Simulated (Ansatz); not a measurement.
Mulliken charges of `C=[C]([GeH3])[SeH]` from ωB97M-V/def2-TZVPP in Ansatz (PBE0-D4/def2-TZVP geometry).

```
atom   x (Å)   y (Å)   z (Å)  charge (e)
  C1  -1.439   0.641  -0.628      -0.191
  C2  -0.153   0.362  -0.432      -0.178
 Ge3   0.434  -0.926   0.902       0.051
 Se4   1.169   1.142  -1.562      -0.015
  H5  -1.779   1.353  -1.376       0.105
  H6  -2.208   0.155  -0.037       0.100
  H7   1.058  -2.146   0.209       0.028
  H8  -0.779  -1.347   1.746       0.018
  H9   1.500  -0.267   1.795       0.022
 H10   2.280   0.983  -0.614       0.060
```

Q: By hand: the dipole of these point charges (1 e Å = 4.8032 D).

A: Σ q r = (0.084, -0.125, 0.158) e Å, of length 0.218 e Å = 1.05 D.

Q: How does the dipole of the full density compare? (Best estimate.)

A: The calculation gave: (-0.070, -0.060, 0.127) e Å, 0.75 D; the point charges give 1.40 times that, at 51° from its direction.

Point charges leave out the atoms' own dipoles, such as those of lone pairs, and Mulliken's split depends on the basis, so the two needn't agree.
